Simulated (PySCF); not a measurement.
Species: C4H13PSi.
Atom-mapped SMILES: `[CH3:1][C:2]([CH3:3])([CH3:4])[SiH2:5][PH2:6]` (hydrogens: H7, H8, H9 on C1; H10, H11, H12 on C3; H13, H14, H15 on C4; H16, H17 on Si5; H18, H19 on P6)

Computed with PySCF at CAM-B3LYP/def2-SVPD, non-relativistic, on one gas-phase PBE0-D3(BJ)/def2-SVP geometry that isn't relaxed in the solvent. The solvent is an IEF-PCM continuum (van der Waals radii × 1.2), and excitations are vertical TDDFT with non-equilibrium linear response and a frozen core. Only the electrostatic response of the medium enters.

Gas-phase singlets (H = HOMO, L = LUMO):

```
state  E (eV)  λ (nm)      f  leading configurations
   S1   6.435     193  0.014    H→L+2 58%, H→L+1 33%
   S2   6.652     186  0.022      H→L 65%, H→L+1 16%
   S3   7.082     175  0.295    H→L+1 38%, H→L+2 22%
   S4   7.383     168  0.015               H-1→L 86%
   S5   7.472     166  0.023    H→L+4 36%, H→L+3 32%
```

Q: What are the lowest 5 singlets in cyclohexane (ε = 2.017)?

A: 
```json
{"state": "S1", "E (eV)": "6.438", "λ (nm)": "193", "f": "0.022", "leading configurations": "H→L+2 59%, H→L+1 33%", "change by rank (eV)": "+0.003"}
{"state": "S2", "E (eV)": "6.675", "λ (nm)": "186", "f": "0.034", "leading configurations": "H→L 66%, H→L+1 14%", "change by rank (eV)": "+0.023"}
{"state": "S3", "E (eV)": "6.972", "λ (nm)": "178", "f": "0.452", "leading configurations": "H→L+1 41%, H→L+2 23%", "change by rank (eV)": "-0.110"}
{"state": "S4", "E (eV)": "7.359", "λ (nm)": "168", "f": "0.022", "leading configurations": "H-1→L 86%", "change by rank (eV)": "-0.024"}
{"state": "S5", "E (eV)": "7.479", "λ (nm)": "166", "f": "0.033", "leading configurations": "H→L+4 31%, H→L+3 28%", "change by rank (eV)": "+0.007"}
```

Q: How does the list change in chloroform (ε = 4.711)?

A: 
```tsv
state	E (eV)	λ (nm)	f	leading configurations	change by rank (eV)
S1	6.472	192	0.023	H→L+2 60%, H→L+1 32%	+0.037
S2	6.721	184	0.035	H→L 65%, H→L+1 14%	+0.069
S3	6.974	178	0.467	H→L+1 43%, H→L+2 22%	-0.108
S4	7.352	169	0.025	H-1→L 84%	-0.031
S5	7.494	165	0.036	H-1→L+1 38%, H→L+4 23%	+0.022
```

Q: The ground-state energy changes by -0.049 eV from gas to chloroform. By how much does the total energy of gas-phase S1 change?

A: E(S1) = E(S0) + excitation energy, so it changes by -0.049 + 0.037 = -0.012 eV: it is lowered less than the ground state, which is what a blue shift means. This is the vertical state, with the slow part of the continuum still set for S0.

Q: How do the frontier levels move from gas to chloroform?

A: 
```tsv
orbital	gas (eV)	solvent (eV)	change (eV)	Löwdin shares, gas	Löwdin shares, solvent
LUMO+2	1.58	1.69	+0.11	P6 42 %, Si5 15 %, H18 14 %, H19 7 %	P6 43 %, Si5 15 %, H18 13 %, H19 8 %
LUMO+1	1.34	1.45	+0.11	P6 29 %, Si5 18 %, H19 14 %, H17 8 %	P6 31 %, Si5 18 %, H19 13 %, H17 8 %
LUMO	0.98	1.12	+0.14	Si5 21 %, P6 15 %, C1 6 %, H18 6 %	Si5 23 %, P6 16 %, H16 7 %, H18 6 %
HOMO	-8.62	-8.57	+0.05	P6 63 %, Si5 15 %, H19 6 %, H18 6 %	P6 63 %, Si5 15 %, H19 6 %, H18 6 %
HOMO-1	-9.19	-9.03	+0.16	C2 30 %, Si5 20 %, P6 8 %, C4 7 %	C2 30 %, Si5 20 %, P6 8 %, C4 7 %
HOMO-2	-10.39	-10.28	+0.11	Si5 26 %, P6 26 %, H17 21 %, H19 10 %	P6 27 %, Si5 26 %, H17 20 %, H19 10 %
HOMO-3	-10.91	-10.73	+0.18	C2 21 %, C3 21 %, C1 12 %, C4 8 %	C3 22 %, C2 22 %, C1 14 %, C4 9 %
```

The HOMO–LUMO gap goes from 9.60 to 9.70 eV.

Cost: about 1.7 min of CPU time on one thread; the machine was shared, so the figure is rough. This is the whole response run at CAM-B3LYP/def2-SVPD in chloroform, SCF included.

Shape of the structure used: `[CH3:1][C:2]([CH3:3])([CH3:4])[SiH2:5][PH2:6]`: C1–C2–Si5–P6 -59°, H–P6–Si5–C2 180°, H–P6–Si5–C2 87°.
